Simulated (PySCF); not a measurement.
## A small calculation by hand: refractive index and permittivity of the vapour

SeClI, SMILES Cl[Se]I.

Geometry optimised at B3LYP-D3(BJ)/def2-TZVP. The def2 effective core potentials stand for the cores of I; spin–orbit coupling is left out.

HF/def2-TZVPD run with PySCF gives a mean static polarisability of 79.3 bohr³ and a dipole moment of 1.08 D. Take an ideal gas at 298.15 K and 1 bar, whether or not the substance is that volatile.

Work out n − 1 in the optical limit and the static ε − 1.


Polarisability volume α' = 79.3 × 0.148185 = 11.75 Å³. Number density N = p/kT = 2.43e-5 Å⁻³.
Dilute limit of Lorentz–Lorenz: n − 1 = 2π N α' = 0.0018.
Orientation term of Debye: μ²/(3kT) = 8.098 Å³ × μ²(D²) = 9.45 Å³.
ε − 1 = 4π N (α' + μ²/3kT) = 0.0065. Orientation of the dipole supplies 45 % of the static response; it can't follow optical fields. Vibrational polarisation and dispersion are left out.
